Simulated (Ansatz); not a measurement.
Molecule: BeH$_{2}$ (charge 0, singlet). 
Geometry from a B3LYP-D3(BJ)/def2-TZVP (Ansatz, a quantum-chemistry and plane-wave program) optimisation:
```
Be
H 1 1.3301
H 1 1.3301 2 180.00
```

Basis-set convergence of Hartree-Fock and CCSD(T) correlation energies (hartree) with Ansatz. Valence correlation only, unless marked. Spin-orbit coupling is left out. Non-relativistic.

| basis | functions | E(HF) | E(corr, CCSD(T)) |
|---|---|---|---|
| def2-SVPD | 28 | -15.75453 | -0.06396 |
| def2-TZVPPD | 56 | -15.77044 | -0.07479 |
| def2-QZVPPD | 102 | -15.77285 | -0.07859 |

Extrapolating the two largest sets (X = 3 and 4) as X^-3: E(corr) = (64·(-0.07859) - 27·(-0.07479))/37 = -0.0814 Eh, an estimate of the basis-set limit. The largest set recovers 96.6 % of it, the smallest 78.6 %.
